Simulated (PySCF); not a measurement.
C4H5FSi, SMILES C(#C)/C=C\[SiH2]F. Atoms are numbered in the order given.

```xyz
11

C     -1.0204    -2.6712     0.0000
C      0.0134    -2.0398     0.0000
C      1.2074    -1.2347     0.0000
C      1.1512     0.1088     0.0000
Si    -0.4793     1.0238     0.0000
F     -0.1321     2.6192     0.0000
H     -1.9342    -3.2399     0.0000
H      2.1641    -1.7711     0.0000
H      2.0942     0.6688     0.0000
H     -1.2676     0.7286     1.2244
H     -1.2676     0.7286    -1.2244
```

The structure is a stationary point at ωB97X-D3(BJ)/def2-SVP. The structure was generated by enumeration; whether it is a known compound was not checked. One conformer was computed; it need not be the lowest.

These are B3LYP/def2-TZVP in PySCF values and carry that method's errors.

Symmetry labels are those of the subgroup Cs that the program uses (full group Cs).

Computed valence orbital energies around the gap with their symmetry:
```
orbital  symmetry  energy (eV)
-------  --------  -----------
HOMO−7         A"       -12.02
HOMO−6         A'       -11.98
HOMO−5         A'       -11.49
HOMO−4         A"       -10.04
HOMO−3         A'        -9.24
HOMO−2         A"        -9.16
HOMO−1         A'        -8.19
HOMO           A"        -7.32
LUMO           A"        -1.82
LUMO+1         A'        -0.17
LUMO+2         A'         0.49
LUMO+3         A'         1.23
```
